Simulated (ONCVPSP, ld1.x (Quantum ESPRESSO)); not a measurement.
# Pseudopotentials across the periodic table

Generated with ld1.x 7.5 (TM, RRKJ, ultrasoft, PAW), atompaw 4.2 or ONCVPSP 4.0.1. The cutoff is in Ry: for ld1.x and atompaw files where the sum of valence levels is converged to 10 mRy in a Bessel basis, for ONCV files where the hardest occupied wave has 1 mHa per electron of residual kinetic energy. The error is the largest all-electron minus pseudo excitation energy over each file’s own four to seven test configurations (ionisations up to +4, promotions, holes and added fractions of an electron), all of which were solved. The labels leave out finer settings (local radius, basis sizes, second energies), which also bear on the numbers. Spin-polarised tests are not counted. The rows are a selection from randomly drawn settings: files with unsolved tests, undetermined cutoffs or missed reference levels are left out.

| element | potential | cutoff (Ry) | largest error (meV) | bound ghosts |
| --- | --- | --- | --- | --- |
| Ne | TM, PBE, scalar-relativistic, rc 0.65/0.70/0.65 (spd), local smoothed, core correction yes, reference 2s2 2p5.75 | 260 | +162 | none |
| Zn | TM semilocal, PBE, scalar-relativistic, rc 1.45/0.70/0.90 (spd), local s, core correction no, reference 3p6 3d9 4s0 4p0 | 300 | +148 | none |
| Zn | ONCV, PBE, scalar-relativistic, rc 0.90/0.65/1.40 (spd), local smoothed, core correction yes, reference 3s2 3p6 3d10 4s1.5, qcut 12.6/13.1/10.1, projectors 2/2/2 | 205 | -272 | none |
| Rh | ONCV, PBEsol, scalar-relativistic, rc 0.95/1.35/2.20/1.85 (spdf), local smoothed, core correction yes, reference 4s2 4p6 4d8, qcut 6.4/8/8/6.7, projectors 2/2/2/2 | 228 | +43 | none |
| Sn | TM, PBEsol, scalar-relativistic, rc 2.05/2.55/1.45 (spd), local s, core correction no, reference 4d10 5s1.5 5p2.5 | 90 | -320 | none |
| Os | ONCV, BLYP, scalar-relativistic, rc 1.60/2.00/2.55/2.60 (spdf), local s, core correction yes, reference 5s2 5p6 5d6, qcut 8.4/6.9/5.4/4.5, projectors 0/2/2/2 | 56 | +876 | none |
| Tl | PAW, LDA (PZ), scalar-relativistic, rc 2.10/2.75/1.95 (spd), local smoothed, core correction yes, reference 5d10 6s1 6p2 | 30 | -37 | none |

Question: Fill in the row for Hf: ONCV, LDA (Perdew-Wang 92), scalar-relativistic, rc 2.05/1.25/1.75 (spd), local smoothed, core correction yes, reference 5s2 5p6 5d2 6s1, qcut 6.9/7.9/5.2, projectors 2/2/1.

Answer: cutoff 58 Ry, largest error -37 meV, bound ghosts: none.

Question: Fill in the row for Ba: ONCV, LDA (Perdew-Zunger), scalar-relativistic, rc 3.15/2.60/2.75 (spd), local smoothed, core correction yes, reference 5s2 5p6 6s2, qcut 4.4/5.9/3.8, projectors 2/1/2.

Answer: cutoff 18 Ry, largest error -5.8 meV, bound ghosts: none.
